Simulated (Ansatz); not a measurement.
Ansatz (an electronic-structure program) input for BrH5N2Si, SMILES N[SiH](N)Br, PBE/def2-SVPD. The structure is a stationary point at B3LYP-D3(BJ)/def2-SVP. The structure was generated by enumeration, and PubChem lists no compound with its InChIKey, so it may never have been made. One conformer was computed; it need not be the lowest.

Ansatz 0.2 input:
```yaml
crystal:
  periodic: [false, false, false]
  atoms:
    - {symbol: Si, position_ang: [-0.40030315, -0.58929482, 0.73671412]}
    - {symbol: N, position_ang: [-1.52250987, -1.42141397, -0.25813773]}
    - {symbol: N, position_ang: [0.74716805, -1.73202434, 1.29915915]}
    - {symbol: Br, position_ang: [0.38254224, 1.06366896, -0.61057891]}
    - {symbol: H, position_ang: [-0.88086956, 0.12946223, 1.94513734]}
    - {symbol: H, position_ang: [-2.03668034, -0.93876081, -0.98645049]}
    - {symbol: H, position_ang: [-2.00332398, -2.24837428, 0.08164700]}
    - {symbol: H, position_ang: [1.22197905, -2.33994853, 0.63756473]}
    - {symbol: H, position_ang: [1.34155312, -1.50659681, 2.09121577]}
basis:
  gaussian:
    orbitals: def2-SVPD
hamiltonian:
  xc: {name: PBE}
```

It prints:

```
WARN ansatz: RAYON_NUM_THREADS=1 ignored (pool sized by the plan → 1); use --threads N
Functional definition: PBE
integrals: 0.09 GiB planned
1337 factors; their error is unknown
mean field: 0.52 GiB planned
mean field evaluation 1: about -80943.8542 eV, gradient 8.3e1 eV
mean field evaluation 2: about -80890.2447 eV, gradient 1.6e2 eV
mean field evaluation 4: about -80957.1510 eV, gradient 1.2e1 eV
mean field evaluation 8: about -80957.4843 eV, gradient 3.2e-1 eV
mean field evaluation 16: about -80957.4358 eV, gradient 6.4e-4 eV
mean field -80957.43577897 eV, -2975.1308899563 hartree, gradient 6.3e-5 eV, S^2 0.000000; 0 other end points of the search recorded, 0 dependent functions left out
reference -80957.43583075 eV, -2975.1308918591 hartree; 34, 34 occupied and 111, 111 virtual orbitals, 1337 factors
Total energy: -80957.43583075 eV, -2975.1308918591 hartree
```

The run converged.
